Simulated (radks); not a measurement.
Question: Species: the calcium ion Ca2+. Configuration: [Ar]. Calculated with a radial shooting solver on a logarithmic mesh with Libxc functionals: Dirac Kohn-Sham, PBE, spin-unpolarised, spherical densities, finite nucleus; Fermi nuclear charge, rms radius 3.4776 fm. Some entries of the table are withheld. Estimate them.

| orbital | occ. | eigenvalue (hartree) | <r^2> (bohr^2) | <1/r> (bohr^-1) |
|---|---|---|---|---|
| 1s1/2 | 2 | -145.6886 | 0.007943 | 19.74 |
| 2s1/2 | 2 | (1) | 0.1571 | 4.056 |
| 2p1/2 | 2 | -12.95731 | (2) | (3) |
| 2p3/2 | 4 | -12.82179 | (4) | (5) |
| 3s1/2 | 2 | -2.28691 | 1.528 | (6) |
| 3p1/2 | 2 | -1.59182 | (7) | 1.091 |
| 3p3/2 | 4 | -1.57751 | (8) | 1.083 |

Answer: 
(1) 2s1/2 eigenvalue (hartree): -15.79304
(2) 2p1/2 <r^2> (bohr^2): 0.1317
(3) 2p1/2 <1/r> (bohr^-1): 3.980
(4) 2p3/2 <r^2> (bohr^2): 0.1336
(5) 2p3/2 <1/r> (bohr^-1): 3.938
(6) 3s1/2 <1/r> (bohr^-1): 1.214
(7) 3p1/2 <r^2> (bohr^2): 1.845
(8) 3p3/2 <r^2> (bohr^2): 1.867
